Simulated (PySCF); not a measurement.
Al⁺: ionisation energy

Al⁺ [Ne] 3s2 (1S) → Al²⁺ [Ne] 3s1 (2S), as a difference of total energies. All numbers are calculated (PySCF 2.14, the non-relativistic Hamiltonian (point nucleus), in def2-TZVPPD (6s5p4d1f, 48 functions)). Correlated levels: valence: [Ne] frozen; valence and next inner shell: 1s2 frozen. The calculations carry no spin-orbit coupling.

Q: Order these methods by the ionisation energy they give, lowest first.
A. SCS-MP2 (valence)
B. SCS-MP2 (valence and next inner shell)
C. revPBE
D. MP2 (valence)

A: D (18.287 eV), A (18.438 eV), B (18.581 eV), C (18.698 eV).

Errors of the correlated levels include the incompleteness of this basis and the frozen core.

MP2 underrates the near-degeneracy of ns² with np² in the lower species.

For comparison: 18.829 eV (measured; NIST Atomic Spectra Database, ionization energies).
